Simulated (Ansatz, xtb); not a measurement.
**H2Si2Sn+: which of two structures lies lower**

We compare a, a doublet given by its coordinates, with b, a doublet given by its coordinates. Both are isolated ions in the gas phase, relaxed with PBE0-D3(BJ)/def2-SVP.

a (Å):

```xyz
5

Si   -2.7667   -2.4023    2.3436
Si   -2.7317   -2.8742    0.1433
Sn   -2.3118   -0.4622    0.7837
H    -2.9876   -3.1997    3.5863
H    -2.9200   -4.1128   -0.6687
```

Close contacts (Å): Si1–Si2 2.25, Si1–Sn3 2.53, Si2–Sn3 2.53, Si1–H4 1.49, Si2–H5 1.49.

b (Å):

| atom | x (Å) | y (Å) | z (Å) |
| --- | --- | --- | --- |
| Si | -2.8377 | 0.5261 | -1.8843 |
| Si | -1.6709 | 0.7102 | 0.0187 |
| Sn | -3.1695 | -1.2857 | -0.2001 |
| H | -0.6975 | 1.4346 | 0.8852 |
| H | -3.5815 | -2.6324 | 0.7467 |

Close contacts (Å): Si1–Si2 2.24, Si1–Sn3 2.50, Si2–Sn3 2.51, Si2–H4 1.49, Sn3–H5 1.70.

**Question.** Which of the two would you expect CCSD(T)/def2-SVP electronic energies to favour?

**Answer.** Structure a; the calculation gives E(b) − E(a) = +15.7 kcal/mol.

Level by level:

| level | geometry | E(b) − E(a) (kcal/mol) | departure from the last row (kcal/mol) | job, with rough time for the two |
| --- | --- | --- | --- | --- |
| PBE0-D3(BJ)/def2-SVP | PBE0-D3(BJ)/def2-SVP | +17.2 | +1.6 | optimisation, 2.2 min |
| HF/def2-SVP | PBE0-D3(BJ)/def2-SVP | +17.1 | +1.5 | part of the CCSD(T) run |
| MP2/def2-SVP | PBE0-D3(BJ)/def2-SVP | +15.9 | +0.2 | part of the CCSD(T) run |
| CCSD(T)/def2-SVP | PBE0-D3(BJ)/def2-SVP | +15.7 |  | single point, 45 s |

The levels shown agree on the order. The largest departure from CCSD(T)/def2-SVP is that of PBE0-D3(BJ)/def2-SVP, 1.6 kcal/mol. Levels run at GFN2-xTB geometries aren't shown.

With harmonic frequencies from PBE0-D3(BJ)/def2-SVP (ideal gas, rigid rotor, one conformer each, 600 K, 1 atm): on the last row, ΔE + ΔZPE = +15.3, ΔH = +15.3, ΔG = +14.5 kcal/mol.

Open shells are spin-unrestricted. The correlated steps freeze 14 core orbitals; the filled d shell of Sn is correlated, in a basis made for valence electrons. Atoms past krypton carry core potentials in the def2 sets and no spin–orbit term is included. Programs: Ansatz 0.2.0; the last row on 1 thread of Intel(R) Xeon(R) Processor @ 2.50GHz (Skylake/Cascade Lake) on a shared host.
